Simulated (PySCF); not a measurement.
A GIAO shielding run with PySCF 2.14.0 with density-fitted response routines (density fitting, non-relativistic, gas phase) on `InChI=1S/C3H9FSSi2/c1-3-7(2,4)5-6/h3H,1H2,2,6H3/t7-/m0/s1`:

```
$ OMP_NUM_THREADS=1 python probes_run.py task.json out

{"job": {"kind": "nmr", "xc": "PBE0", "basis": "pcSseg-1"}, "charge": 0, "multiplicity": 1}
C     -1.371830    -1.797412     0.215345
C     -1.287871    -0.573650     0.714640
Si    -0.260188     0.815610    -0.027242
C     -1.191439     2.028941    -1.134078
F      0.306007     1.643521     1.253614
S      1.440080     0.061714    -1.112685
Si     2.612465    -0.864966     0.428537
H     -1.973941    -2.568944     0.669554
H     -0.833190    -2.079904    -0.675268
H     -1.845737    -0.337294     1.612430
H     -2.053136     2.438592    -0.616218
H     -1.540519     1.546520    -2.040817
H     -0.549330     2.855344    -1.424448
H      3.002134     0.144579     1.401764
H      1.801193    -1.908826     1.045721
H      3.737701    -1.394882    -0.322261
```

Hardware: 1 thread of an Arm Neoverse N1, shared host. The job also computes population analyses, field gradients.

Question: How large is the calculation?

Answer: 80 electrons, 185 basis functions and 1031 auxiliary functions.

Question: How long does it take, and how much memory does it need?

Answer: 42 s of wall time, with 12 SCF cycles and 5 response iterations; peak memory 0.83 GiB. Times on a shared host scatter by some tens of per cent.
